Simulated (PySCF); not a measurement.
How far are cheaper levels from CCSD(T)/CBS for TeC?

PySCF; the state is a singlet (closed shell). The composite is CCSD(T) extrapolated to the basis-set limit from two correlation-consistent sets, with core-valence (CV) and scalar-relativistic (SR) terms as its label shows; it has no spin–orbit coupling and nothing beyond (T). Here it is CCSD(T)/CBS(TQ)+CV. It gives Re = 1.898 Å, ωe = 862 cm⁻¹ and De = 4.99 eV to Te + C.

| level | basis | relativity | Re (Å) | ωe (cm⁻¹) | De (eV) |
| --- | --- | --- | --- | --- | --- |
| RHF-CCSD | cc-pVDZ-PP/cc-pVDZ | scalar-relativistic core potentials | 1.906 | 885 | 3.89 |
| RHF-CCSD(T) | aug-cc-pVDZ-PP/aug-cc-pVDZ | scalar-relativistic core potentials | 1.928 | 824 | 4.53 |
| PBE | cc-pVDZ-PP/cc-pVDZ | scalar-relativistic core potentials | 1.922 | 837 | 5.28 |
| PBEsol | cc-pVDZ-PP/cc-pVDZ | scalar-relativistic core potentials | 1.914 | 849 | 5.59 |
| r²SCANh | aug-cc-pVDZ-PP/aug-cc-pVDZ | scalar-relativistic core potentials | 1.898 | 888 | 4.49 |
| PBE0 | x2c-SVPall | spin-free X2C | 1.885 | 913 | 4.68 |
| B97-3 | def2-TZVPP | scalar-relativistic core potentials | 1.885 | 901 | 4.66 |
| M06 | cc-pVDZ-PP/cc-pVDZ | scalar-relativistic core potentials | 1.902 | 877 | 4.77 |
| MN15 | def2-TZVPP | scalar-relativistic core potentials | 1.876 | 917 | 4.60 |
| ωB97X | def2-SVPD | scalar-relativistic core potentials | 1.873 | 945 | 4.45 |

Task: Give the difference of each row from the composite.

Result: 

```json
{"level": "RHF-CCSD", "basis": "cc-pVDZ-PP/cc-pVDZ", "ΔRe (pm)": "+0.8", "Δωe (%)": "+2.7", "ΔDe (eV)": "-1.10"}
{"level": "RHF-CCSD(T)", "basis": "aug-cc-pVDZ-PP/aug-cc-pVDZ", "ΔRe (pm)": "+3.0", "Δωe (%)": "-4.4", "ΔDe (eV)": "-0.46"}
{"level": "PBE", "basis": "cc-pVDZ-PP/cc-pVDZ", "ΔRe (pm)": "+2.4", "Δωe (%)": "-2.9", "ΔDe (eV)": "+0.29"}
{"level": "PBEsol", "basis": "cc-pVDZ-PP/cc-pVDZ", "ΔRe (pm)": "+1.6", "Δωe (%)": "-1.5", "ΔDe (eV)": "+0.60"}
{"level": "r²SCANh", "basis": "aug-cc-pVDZ-PP/aug-cc-pVDZ", "ΔRe (pm)": "+0.0", "Δωe (%)": "+3.0", "ΔDe (eV)": "-0.50"}
{"level": "PBE0", "basis": "x2c-SVPall", "ΔRe (pm)": "-1.3", "Δωe (%)": "+5.9", "ΔDe (eV)": "-0.31"}
{"level": "B97-3", "basis": "def2-TZVPP", "ΔRe (pm)": "-1.3", "Δωe (%)": "+4.5", "ΔDe (eV)": "-0.33"}
{"level": "M06", "basis": "cc-pVDZ-PP/cc-pVDZ", "ΔRe (pm)": "+0.4", "Δωe (%)": "+1.7", "ΔDe (eV)": "-0.22"}
{"level": "MN15", "basis": "def2-TZVPP", "ΔRe (pm)": "-2.2", "Δωe (%)": "+6.4", "ΔDe (eV)": "-0.39"}
{"level": "ωB97X", "basis": "def2-SVPD", "ΔRe (pm)": "-2.5", "Δωe (%)": "+9.6", "ΔDe (eV)": "-0.54"}
```

Task: Which rows come closest in De?

Result: M06 in cc-pVDZ-PP/cc-pVDZ (-0.22 eV), counted from the composite.

Correlated steps freeze the inner cores (5 to 10 orbitals); shallow outer-core shells are correlated. Correlated levels converge slowly with the basis: in double zeta they bind strong bonds too weakly, by up to about 1 eV, and carry superposition errors of some tenths. These are scalar-relativistic numbers at best; spin–orbit coupling would shift them, the dissociation energy most. Where the molecule has an RHF reference, its open-shell atoms are computed with UHF. The CCSD T1 diagnostic is raised in TeC, a sign that a single reference may not be enough there.
